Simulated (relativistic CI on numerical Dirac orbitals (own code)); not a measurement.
## Sensitivity of the levels of Ru11+ to α and to the nuclear radius

Method of calculation: Dirac-Coulomb-Breit CI, orbitals from a KLI potential per configuration, derivatives by finite differences, unscaled Slater integrals, QED left out (own radial code, finite nucleus).

CI space (outside the closed core [Ar] 3d10): 4s2 4p3, 4s 4p4, 4p5, 4s2 4p2 4d, 4s 4p3 4d, 4s2 4p2 4f, 4s2 4p 4d2, 4s2 4d3, 4s 4p 4d3, 4s2 4d2 4f. Double excitations out of closed p, d and f shells are left out; levels of such configurations are missing from the list, as are those of other unlisted configurations, and high levels can miss mixing partners.

With x = (α/α₀)² − 1 an excitation energy changes as ω = ω₀ + qx; K = 2q/ω₀ is the relative enhancement. Terms are leading LS components, so labels can repeat. The field-shift factor is F = δν/δ⟨r²⟩ for the transition from the lowest level.

Lowest level 4s2 4p3 4S°_3/2.

```csv
Level,ω₀ (cm⁻¹),q (cm⁻¹),K,F (GHz/fm²)
4s2 4p3 2D°_3/2,33392,12770,0.765,-0.196
4s2 4p3 2D°_5/2,45198,23160,1.02,-0.3
4s2 4p3 2P°_1/2,68405,23730,0.694,-0.77
4s2 4p3 2P°_3/2,90777,57020,1.26,-1.34
4s 4p4 4P_5/2,273431,38760,0.284,-40.5
4s 4p4 4P_3/2,294187,60680,0.413,-40.6
4s 4p4 4P_1/2,300034,61690,0.411,-40.6
4s 4p4 2D_3/2,341408,51300,0.3,-36.3
4s 4p4 2D_5/2,348648,63960,0.367,-37.2
4s 4p4 2S_1/2,388453,54510,0.281,-35.7
4s 4p4 2P_3/2,395682,50520,0.255,-26.5
4s 4p4 2P_1/2,425853,82310,0.387,-28
4s2 4p2 4d 4F_3/2,427352,4756,0.0223,1.03
4s2 4p2 4d 4F_5/2,436192,13180,0.0604,1.66
4s2 4p2 4d 4F_7/2,450478,32900,0.146,1.51
4s2 4p2 4d 2F_5/2,451899,22600,0.1,1.58
4s2 4p2 4d 4D_1/2,457942,33780,0.148,-1
4s2 4p2 4d 4D_3/2,459708,32470,0.141,0.0946
4s2 4p2 4d 2F_7/2,460190,30530,0.133,1.54
4s2 4p2 4d 4F_9/2,463171,42000,0.181,1.4
4s2 4p2 4d 4D_5/2,470859,42240,0.179,1.07
4s2 4p2 4d 4D_7/2,490890,57770,0.235,1.12
4s2 4p2 4d 2P_3/2,502701,35420,0.141,-11.7
```

At this charge energies of transitions that change n are usually good to better than 1 %, and those within a shell (Δn = 0) to a few per cent.
